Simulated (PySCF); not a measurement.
# TaO2(H2O)3 at several levels of theory

Computed with PySCF 2.14.0 (density fitting, no spin-orbit coupling) at the geometry relaxed with PBE0:

```xyz
12
TaO2(H2O)3 (doublet)
Ta    0.0000    0.0000    0.0000
O     0.0000    0.0000    1.8434
O     0.0000    0.0000   -1.8434
O     2.3203    0.0000    0.0000
H     2.8873   -0.7777    0.0000
H     2.8873    0.7776    0.0000
O    -1.1602    2.0095    0.0000
H    -0.7702    2.8893    0.0000
H    -2.1171    2.1117    0.0000
O    -1.1602   -2.0095    0.0000
H    -2.1171   -2.1116    0.0000
H    -0.7702   -2.8893    0.0000
```

```json
{"level": "PBE0", "basis": "Ta def2-SVP with ECP60, O def2-SVP, H def2-SVP", "state": "doublet", "HOMO (eV)": "-3.39", "gap (eV)": "2.42", "charge on Ta1 (e)": "0.55", "dipole about the centre of mass (D)": "0.51", "largest force component (eV/Å)": "0.92"}
{"level": "HF", "basis": "the same", "state": "doublet", "HOMO (eV)": "-7.16", "gap (eV)": "9.02", "charge on Ta1 (e)": "1.17", "dipole about the centre of mass (D)": "0.40", "largest force component (eV/Å)": "1.90"}
{"level": "PBE0", "basis": "Ta x2c-SVPall, O x2c-SVPall, H x2c-SVPall", "state": "doublet", "HOMO (eV)": "-3.50", "gap (eV)": "2.41", "charge on Ta1 (e)": "0.41", "dipole about the centre of mass (D)": "0.49", "largest force component (eV/Å)": "1.04"}
```

HOMO and gap are taken over both spins. Charges are Mulliken's, which hang on the basis. The relaxation used the grid (50, 194), these runs (75, 302) or, all-electron (x2c bases, spin-free X2C Hamiltonian), (99, 590).

(1) A further run in the first row's basis gives HOMO (eV) -1.89, gap (eV) 0.13, charge on Ta1 (e) 0.27, dipole about the centre of mass (D) 0.46, largest force component (eV/Å) 1.19. Which level was it?
A. TPSSh
B. BLYP
C. CAM-B3LYP

No frequency check is given that shows the relaxed geometry to be a minimum. Open shells may have lower solutions than the one found.

A gap near or under zero over both spins lies within a partly filled shell and is no excitation energy.

Results:

(1) B. The others give HOMO -2.63 eV (TPSSh); -4.75 eV (CAM-B3LYP).
